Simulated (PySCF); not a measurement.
LDA on Cr (chromium, neutral), [Ar] 3d6, high-spin 5D determinant (an excited configuration). Computed with PySCF 2.14 in def2-QZVPPD, with the non-relativistic Hamiltonian (point nucleus).

```
cycle= 1 E= -1041.97998615183  delta_E= 0.0504  |g|= 0.432  |ddm|= 0.455
cycle= 2 E= -1041.48553982803  delta_E= 0.494  |g|= 1.37  |ddm|= 0.832
cycle= 3 E= -1042.02042933175  delta_E= -0.535  |g|= 0.294  |ddm|= 0.484
cycle= 4 E= -1042.05626071476  delta_E= -0.0358  |g|= 0.0124  |ddm|= 0.245
cycle= 5 E= -1042.05627322242  delta_E= -1.25e-05  |g|= 0.00935  |ddm|= 0.00898
cycle= 6 E= -1042.05630306595  delta_E= -2.98e-05  |g|= 0.00228  |ddm|= 0.00442
cycle= 7 E= -1042.05630501814  delta_E= -1.95e-06  |g|= 0.000379  |ddm|= 0.00111
cycle= 8 E= -1042.05630507626  delta_E= -5.81e-08  |g|= 1.31e-05  |ddm|= 0.000238
cycle= 9 E= -1042.05630507644  delta_E= -1.82e-10  |g|= 6.8e-06  |ddm|= 3.87e-05
converged SCF energy = -1042.05630507644  <S^2> = 6.0449154  2S+1 = 5.017934
```

Highest occupied orbital energy: 0.080 eV; ⟨L²⟩ = 6.06; populations by l: s 6.01, p 12.00, d 5.99, f 0.00.

Can this result be used?

Not for this state. The calculation finished and met its thresholds. At LDA the highest occupied level has a positive energy, so only the finite basis holds that electron; for this excited configuration the basis is too tight for the outer shell.
